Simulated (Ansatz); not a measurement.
Gas-phase electronic energies from Ansatz, PBE0-D4/def2-TZVP geometries. CCSD(T)/CBS adds triple-zeta CCSD(T) − MP2 to the extrapolated MP2 energy (def2 sets, frozen cores). This one scheme is used for every species. DFT in def2-TZVPP. B3LYP here is the variant with VWN-RPA as its local correlation; programs differ in this. HSE06 is defined as in plane-wave codes. One conformer a species, not always the lowest.

Consider the ligand exchange at the Si–S bond: `CC[Si]S` + CH₃OH → `CC[Si]OC` + H₂S.

| level | ΔE (kJ/mol) |
| --- | --- |
| B3LYP-D4 | -26.7 |
| ωB97X-V | -27.4 |
| PBE-QIDH | -17.2 |
| revPBE | -6.0 |
| r2SCAN | -18.1 |
| HSE06 | -10.6 |
| MP2/def2-QZVPP | -23.4 |
| CCSD/CBS(def2) | -24.5 |

Question: What does CCSD(T)/CBS give? (Estimate.)

Answer: Computed: -23.0 kJ/mol. The listed levels differ from it by -3.7, -4.4, 5.8, 17.0, 4.9, 12.4, -0.4, -1.5 kJ/mol.

Largest T1 diagnostic among the species: 0.013.

From BLYP to BHLYP (50 % exact exchange), in def2-TZVPP and without D4, ΔE moves by −4.8 kJ/mol. The D4 term adds −3.6 kJ/mol with B3LYP and −2.3 kJ/mol with PBE0; it sums over pairs of atoms, weighted by their polarisabilities, and B3LYP, whose exchange is more repulsive, gets the larger term. Leaving LDA and LC-ωPBE aside and taking each functional with its dispersion term where it has one, the values, not all of them listed here, spread over 21.2 kJ/mol, from CAM-B3LYP-D4 to PBE-D4. LDA lies −9.6 kJ/mol from PBE without D4.
